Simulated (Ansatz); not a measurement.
Steps of a relaxation of `OCB1C=C1` with RKS PBE-D4/def2-SVP.

```sh
$ ansatz run in.yaml --threads 2 --pin off --events-out ev --progress --plain --max-ram 4352MiB
```

```yaml
crystal:
  periodic: [false, false, false]
  atoms:
    - {symbol: O, position_ang: [-1.444000, -1.509900, 0.193800]}
    - {symbol: C, position_ang: [-0.174600, -1.255400, -0.232100]}
    - {symbol: B, position_ang: [0.219400, 0.255900, 0.028500]}
    - {symbol: C, position_ang: [0.279800, 1.515700, 0.851600]}
    - {symbol: C, position_ang: [1.102100, 1.443900, -0.250700]}
    - {symbol: H, position_ang: [-2.078900, -1.114100, -0.547800]}
    - {symbol: H, position_ang: [0.526800, -1.916300, 0.353300]}
    - {symbol: H, position_ang: [-0.010600, -1.469600, -1.319100]}
    - {symbol: H, position_ang: [-0.206000, 2.069800, 1.735600]}
    - {symbol: H, position_ang: [1.869000, 1.929000, -0.810100]}
basis:
  gaussian: {orbitals: def2-SVP}
hamiltonian: {xc: pbe, dispersion: d4}
relax: {f_tol: 0.03, max_steps: 200}
```

Positions (Å) and forces (eV/Å) along the path, 12 of 12 steps:

```xyz
10
step=1 energy=-5901.4618 eV
O    -1.444   -1.510    0.194   -4.368    0.101   -1.530
C    -0.175   -1.255   -0.232    2.018    1.231   -0.517
B     0.219    0.256    0.029    1.173    0.336    0.292
C     0.280    1.516    0.852   -1.103   -0.287    0.098
C     1.102    1.444   -0.251   -1.419   -0.992    1.310
H    -2.079   -1.114   -0.548    1.611   -1.091    2.252
H     0.527   -1.916    0.353   -0.056    0.269   -0.318
H    -0.011   -1.470   -1.319    0.127   -0.360    0.043
H    -0.206    2.070    1.736    1.135   -0.184   -1.148
H     1.869    1.929   -0.810    0.882    0.977   -0.482
10
step=2 energy=-5901.8930 eV
O    -1.484   -1.595    0.178   -1.494    0.263   -0.651
C    -0.196   -1.240   -0.262    0.733    0.532   -0.266
B     0.249    0.251    0.024    0.247    0.091    0.068
C     0.242    1.519    0.823   -0.428   -0.359    0.009
C     1.134    1.441   -0.210   -0.427   -0.427    0.335
H    -2.137   -1.145   -0.439    0.890   -0.548    0.907
H     0.538   -1.880    0.293   -0.083    0.071   -0.022
H    -0.009   -1.502   -1.337   -0.062   -0.048    0.041
H    -0.187    2.119    1.661    0.484    0.088   -0.472
H     1.933    1.981   -0.729    0.139    0.337    0.053
10
step=3 energy=-5902.0000 eV
O    -1.474   -1.642    0.204    0.229   -0.153    0.089
C    -0.201   -1.231   -0.299    0.114    0.001   -0.010
B     0.253    0.240    0.010   -0.041    0.056   -0.021
C     0.194    1.515    0.785   -0.076   -0.242   -0.089
C     1.163    1.415   -0.168    0.089   -0.035   -0.036
H    -2.141   -1.171   -0.316   -0.188    0.198   -0.080
H     0.561   -1.865    0.218   -0.016   -0.011   -0.026
H    -0.066   -1.490   -1.382   -0.030    0.041    0.061
H    -0.208    2.187    1.557    0.095    0.169   -0.048
H     2.002    1.990   -0.605   -0.176   -0.023    0.160
10
step=4 energy=-5902.0370 eV
O    -1.435   -1.692    0.213   -0.025    0.153   -0.165
C    -0.185   -1.247   -0.331   -0.082   -0.096    0.101
B     0.234    0.226    0.001    0.111   -0.195   -0.018
C     0.129    1.514    0.740    0.079    0.047   -0.106
C     1.175    1.375   -0.124   -0.022    0.081    0.031
H    -2.109   -1.079   -0.142    0.088   -0.120    0.139
H     0.605   -1.902    0.115   -0.062    0.090   -0.020
H    -0.106   -1.460   -1.428    0.008    0.067   -0.018
H    -0.273    2.262    1.440   -0.022    0.010   -0.004
H     2.046    1.952   -0.482   -0.074   -0.037    0.060
10
step=5 energy=-5902.0313 eV rejected
O    -1.383   -1.743    0.243   -0.252    0.152   -0.155
C    -0.190   -1.240   -0.362   -0.027   -0.152    0.352
B     0.260    0.212   -0.012    0.067    0.272    0.254
C     0.097    1.537    0.665   -0.021   -0.063   -0.060
C     1.228    1.355   -0.071   -0.157   -0.138    0.005
H    -2.117   -1.127    0.052    0.200    0.025   -0.018
H     0.590   -1.938    0.020    0.227    0.130   -0.268
H    -0.164   -1.331   -1.477   -0.083   -0.218   -0.077
H    -0.375    2.312    1.290    0.026   -0.010   -0.029
H     2.138    1.912   -0.344    0.020    0.003   -0.003
10
step=6 energy=-5902.0491 eV
O    -1.420   -1.712    0.209   -0.207    0.253   -0.129
C    -0.181   -1.255   -0.340   -0.103   -0.007    0.004
B     0.247    0.208    0.005    0.069   -0.020    0.041
C     0.109    1.515    0.712    0.005    0.054   -0.033
C     1.191    1.360   -0.103   -0.072   -0.003    0.036
H    -2.099   -1.050   -0.047    0.273   -0.240    0.132
H     0.614   -1.921    0.071   -0.010    0.008   -0.030
H    -0.124   -1.417   -1.449    0.017    0.001    0.016
H    -0.323    2.283    1.375    0.004   -0.051   -0.043
H     2.069    1.937   -0.430    0.025    0.005    0.006
10
step=7 energy=-5902.0576 eV
O    -1.404   -1.717    0.223   -0.102    0.110   -0.039
C    -0.185   -1.254   -0.353    0.099   -0.071    0.071
B     0.271    0.197    0.006   -0.073   -0.045   -0.053
C     0.091    1.516    0.675   -0.103    0.044    0.078
C     1.211    1.353   -0.077    0.089   -0.012   -0.030
H    -2.075   -1.030    0.048    0.085   -0.062    0.044
H     0.616   -1.938    0.013    0.003   -0.004   -0.038
H    -0.158   -1.389   -1.467   -0.007    0.013   -0.028
H    -0.389    2.283    1.302    0.007    0.034   -0.003
H     2.105    1.927   -0.368    0.001   -0.006   -0.001
10
step=8 energy=-5902.0599 eV
O    -1.405   -1.743    0.180    0.045   -0.012    0.021
C    -0.179   -1.264   -0.368   -0.069    0.012    0.040
B     0.244    0.194    0.014    0.108   -0.031   -0.031
C     0.061    1.530    0.660    0.041   -0.062   -0.045
C     1.205    1.334   -0.051   -0.033   -0.022   -0.030
H    -2.023   -0.993    0.158   -0.079    0.035    0.004
H     0.626   -1.954   -0.026    0.039    0.020    0.014
H    -0.150   -1.367   -1.486    0.006    0.054   -0.019
H    -0.411    2.327    1.254   -0.046    0.002    0.010
H     2.116    1.886   -0.331   -0.011    0.003    0.034
10
step=9 energy=-5902.0643 eV
O    -1.392   -1.730    0.214   -0.002   -0.007    0.002
C    -0.179   -1.263   -0.371    0.012   -0.006    0.025
B     0.268    0.185    0.005    0.005   -0.013   -0.016
C     0.055    1.521    0.637    0.012   -0.003   -0.018
C     1.220    1.333   -0.041   -0.014    0.007    0.018
H    -2.018   -0.986    0.186   -0.004    0.009   -0.001
H     0.628   -1.965   -0.059    0.005   -0.006    0.000
H    -0.183   -1.349   -1.491   -0.011    0.011   -0.016
H    -0.451    2.311    1.213    0.000    0.006    0.002
H     2.135    1.893   -0.290   -0.003    0.001    0.004
10
step=10 energy=-5902.0647 eV
O    -1.384   -1.732    0.222   -0.068    0.068    0.011
C    -0.177   -1.266   -0.375    0.012   -0.006   -0.012
B     0.274    0.181    0.002    0.007    0.014    0.003
C     0.045    1.521    0.619   -0.007    0.002    0.007
C     1.227    1.328   -0.027   -0.005    0.006    0.001
H    -2.003   -0.978    0.226    0.071   -0.075   -0.007
H     0.632   -1.976   -0.086   -0.019    0.008   -0.011
H    -0.203   -1.332   -1.498    0.003   -0.003    0.017
H    -0.474    2.316    1.178    0.012   -0.010   -0.011
H     2.147    1.887   -0.257   -0.006   -0.004    0.003
10
step=11 energy=-5902.0636 eV rejected
O    -1.379   -1.733    0.233   -0.026    0.026   -0.043
C    -0.178   -1.265   -0.376    0.057   -0.023    0.046
B     0.274    0.181    0.004    0.012   -0.027   -0.020
C     0.041    1.518    0.621    0.023    0.116    0.001
C     1.223    1.331   -0.025    0.034   -0.086   -0.017
H    -1.999   -0.983    0.216   -0.046   -0.001    0.017
H     0.627   -1.979   -0.091    0.043    0.006   -0.013
H    -0.205   -1.330   -1.498   -0.034   -0.012   -0.005
H    -0.466    2.324    1.173   -0.047   -0.019    0.030
H     2.146    1.885   -0.254   -0.016    0.020    0.001
10
step=12 energy=-5902.0649 eV
O    -1.383   -1.731    0.227    0.007    0.002   -0.002
C    -0.177   -1.266   -0.375   -0.007   -0.001    0.008
B     0.275    0.181    0.003    0.001    0.001    0.000
C     0.045    1.521    0.619   -0.003    0.002    0.001
C     1.227    1.329   -0.027    0.002    0.001    0.000
H    -2.002   -0.979    0.221   -0.002    0.000    0.000
H     0.631   -1.978   -0.089    0.001   -0.002    0.000
H    -0.206   -1.333   -1.497    0.001   -0.001   -0.006
H    -0.474    2.317    1.176    0.001   -0.001    0.000
H     2.147    1.888   -0.255   -0.001    0.000    0.000
```

It took 55 s on 2 threads of an Intel Xeon on a shared host, with 0.13 GiB of host memory at the peak.
